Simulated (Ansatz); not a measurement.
The cluster Be3, relaxed as a singlet with RKS r2SCAN/def2-TZVP in Ansatz, starting from the GFN1-xTB geometry. Force threshold 0.02 eV/Å.

The restricted singlet is unstable: a solution with broken spin symmetry lies lower. The structure comes from a short search, and lower isomers may exist.

Start:

```xyz
3

Be   -0.4003    0.4989    0.9639
Be   -0.1675    0.5079   -1.0240
Be    0.5677   -1.0068    0.0601
```

Q: Estimate the energy that the relaxation releases and the steps that it takes.

A: 22.9 kJ/mol, in 3 steps; 1.7 s on 4 threads of Arm Neoverse V2 on a shared host. No frequencies were taken in this run, so the end may be a saddle point.

Q: Does the start keep its bonding and symmetry?

A: By distances, no bond broke or formed. The bond that changes most is Be1–Be2, from 2.00 to 2.20 Å (atoms count from 1). Point group D3h at the start, D3h at the end, both within 0.05 Å.

Q: Predict the relaxed structure.

A: 
```xyz
3

Be   -0.440    0.548    1.061
Be   -0.184    0.559   -1.128
Be    0.624   -1.107    0.067
```
Bond lengths (bridged metal pairs left out): 3 × Be–Be 2.20 Å.
